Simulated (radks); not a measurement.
Q: Neutral holmium: order these configurations by energy. All-electron calculation, Dirac Kohn-Sham, PBE, spin-unpolarised, spherical densities, finite nucleus; Fermi nuclear charge, rms radius of each element as measured or else 0.836 A^(1/3) + 0.57 fm. Program: a radial shooting solver on a logarithmic mesh with Libxc functionals. Sub-shells are occupied by j as written (lower j first in brackets). [Xe] 4f(5/2: 5, 7/2: 5) 5d(3/2: 1, 5/2: 0) 6s2; [Xe] 4f(5/2: 5, 7/2: 5) 6s2 6p(1/2: 1, 3/2: 0); [Xe] 4f(5/2: 6, 7/2: 4) 5d(3/2: 1, 5/2: 0) 6s2; [Xe] 4f(5/2: 6, 7/2: 4) 6s2 6p(1/2: 1, 3/2: 0); [Xe] 4f(5/2: 6, 7/2: 5) 6s2.

A: From the lowest, in eV above it: [Xe] 4f(5/2: 6, 7/2: 5) 6s2 0.000; [Xe] 4f(5/2: 6, 7/2: 4) 5d(3/2: 1, 5/2: 0) 6s2 3.830; [Xe] 4f(5/2: 5, 7/2: 5) 5d(3/2: 1, 5/2: 0) 6s2 4.870; [Xe] 4f(5/2: 6, 7/2: 4) 6s2 6p(1/2: 1, 3/2: 0) 5.200; [Xe] 4f(5/2: 5, 7/2: 5) 6s2 6p(1/2: 1, 3/2: 0) 6.242.
